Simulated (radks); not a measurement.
The promethium ion Pm2+, configuration [Xe] 4f4.5 6s0.5 (fractional occupations, a model configuration). All-electron calculation, Dirac Kohn-Sham, PBE, spin-unpolarised, spherical densities, point nucleus; open shells fill j = l - 1/2 first. Program: a radial shooting solver on a logarithmic mesh with Libxc functionals.

Normalised radial functions P(r) = r R(r) (large component), r in bohr:

r	4d3/2	4f5/2
0.00372	0.0004	0.0000
0.005041	0.0008	0.0000
0.006832	0.0017	0.0000
0.009186	0.0036	0.0000
0.01245	0.0078	0.0001
0.01687	0.0169	0.0002
0.02287	0.0357	0.0005
0.03099	0.0733	0.0014
0.042	0.1431	0.0039
0.05647	0.2576	0.0103
0.07653	0.4296	0.0265
0.1037	0.6290	0.0636
0.1406	0.7611	0.1396
0.1905	0.6647	0.2761
0.2561	0.2248	0.4755
0.3471	-0.5069	0.7208
0.4704	-1.1619	0.9315
0.6376	-1.3346	1.0111
0.8641	-0.9947	0.9237
1.162	-0.5102	0.7298
1.574	-0.1684	0.4976
2.134	-0.0330	0.2890
2.892	-0.0033	0.1387
3.919	-0.0001	0.0520
5.269	0.0000	0.0141
7.141	0.0000	0.0022
9.679	0.0000	0.0002

4d3/2: eigenvalue -142.52 eV, 1 radial node at r = 0.283 bohr, <r> = 0.681 bohr, 90 % of the charge inside 1.02 bohr. 4f5/2: eigenvalue -19.193 eV, 0 radial nodes, <r> = 0.981 bohr, 90 % of the charge inside 1.70 bohr.
